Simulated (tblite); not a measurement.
A tight-binding relaxation on `B[NH][PbH3]`.

Computed with GFN2-xTB geometry optimisation, gas phase (tblite 0.8.0). Start geometry: from a force field or distance geometry. A driver script takes a list of jobs; this job's settings line and coordinates (Å) are shown.

Input:
```
{"job": {"kind": "relax", "xc": "GFN2-xTB", "basis": "xTB"}, "charge": 0, "multiplicity": 1}
B     -1.620300    -0.182300     0.027900
N     -0.410700    -0.871300    -0.555000
Pb     1.458000    -0.053800     0.284800
H     -1.767200     0.964200    -0.227800
H     -2.120500    -0.656700     0.983900
H     -0.247300    -0.448000    -1.481100
H      2.404000    -1.256800    -0.151100
H      1.427800     1.650900    -0.650300
H      0.889700     0.859800     1.743500
```

Output:
```
step      E/eV     max force
  0    -255.76527    5.081
  1    -256.24502    2.549
  2    -256.47406    0.978
  3    -256.54049    0.831
  4    -256.59262    0.927
  5    -256.66886    1.062
  6    -256.76171    1.062
  7    -256.81754    0.913
  8    -256.85586    0.775
  9    -256.89209    0.640
... (46 lines left out)
 56    -257.75889    0.026
 57    -257.75895    0.026
 58    -257.75905    0.025
 59    -257.75919    0.024
 60    -257.75933    0.020
 61    -257.75939    0.012
 62    -257.75941    0.010
 63    -257.75941    0.011
 64    -257.75943    0.011
 65    -257.75944    0.008
```

«max force» is the largest atomic force in eV/Å.

Problem. From which step on does the largest force stay under 0.1 eV/Å, and how much energy is left to gain from there?

Solution. From step 42 (0.093 eV/Å), 2.5 meV above the end.

Summary of the converged run: energy lowered by 46.0 kcal/mol over 65 steps; largest atomic force 0.008 eV/Å at the end.

Problem. Where do the atoms end?

Solution. 0.740 Å rms from the input after alignment:
```
atom  x, y, z in Å
B1    -1.7337   -0.1091    0.0145
N2    -0.5155   -0.1259   -0.6160
Pb3    1.4447    0.1342    0.2612
H4    -2.7094   -0.2714   -0.6212
H5    -1.7780    0.0662    1.1731
H6    -0.4580   -0.2734   -1.6101
H7     2.3682   -1.3063   -0.0792
H8     2.1842    1.5151   -0.5059
H9     1.2111    0.3767    1.9585
```

The run took 0.17 s wall on one thread, Arm Neoverse V1 (aarch64), no GPU, shared host with 32 logical CPUs at a one-minute load of 11.
Labels such as C1 count atoms from 1, the log's own numbers from 0.
